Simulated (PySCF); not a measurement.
A calculated (HSE06, PySCF 2.14, x2c-TZVPPall with one added diffuse shell each of s, p, d type, the spin-free X2C one-electron Hamiltonian (Gaussian nucleus)) atom or ion has these occupied shells.

```json
{"shell": "1s α", "electrons": "1", "orbital energy (eV)": "-11777.0", "rms radius, mean of both spins (bohr)": "0.0524"}
{"shell": "1s β", "electrons": "1", "orbital energy (eV)": "-11776.9", "rms radius, mean of both spins (bohr)": "0.0524"}
{"shell": "2s α", "electrons": "1", "orbital energy (eV)": "-1517.7", "rms radius, mean of both spins (bohr)": "0.220"}
{"shell": "2s β", "electrons": "1", "orbital energy (eV)": "-1517.7", "rms radius, mean of both spins (bohr)": "0.220"}
{"shell": "2p α", "electrons": "3", "orbital energy (eV)": "-1330.9", "rms radius, mean of both spins (bohr)": "0.196"}
{"shell": "2p β", "electrons": "3", "orbital energy (eV)": "-1330.7", "rms radius, mean of both spins (bohr)": "0.196"}
{"shell": "3s α", "electrons": "1", "orbital energy (eV)": "-208.90", "rms radius, mean of both spins (bohr)": "0.641"}
{"shell": "3s β", "electrons": "1", "orbital energy (eV)": "-208.72", "rms radius, mean of both spins (bohr)": "0.641"}
{"shell": "3p α", "electrons": "3", "orbital energy (eV)": "-150.48", "rms radius, mean of both spins (bohr)": "0.668"}
{"shell": "3p β", "electrons": "3", "orbital energy (eV)": "-150.25", "rms radius, mean of both spins (bohr)": "0.668"}
{"shell": "3d α", "electrons": "5", "orbital energy (eV)": "-54.338", "rms radius, mean of both spins (bohr)": "0.758"}
{"shell": "3d β", "electrons": "5", "orbital energy (eV)": "-54.120", "rms radius, mean of both spins (bohr)": "0.758"}
{"shell": "4s α", "electrons": "1", "orbital energy (eV)": "-25.406", "rms radius, mean of both spins (bohr)": "2.01"}
{"shell": "4s β", "electrons": "1", "orbital energy (eV)": "-23.084", "rms radius, mean of both spins (bohr)": "2.01"}
{"shell": "4p α", "electrons": "2", "orbital energy (eV)": "-14.844", "rms radius, mean of both spins (bohr)": "2.49"}
```

**Question.** Name the element and its charge.

**Answer.** As⁺ (arsenic, charge +1), in [Ar] 3d10 4s2 4p2, high-spin 3P determinant.
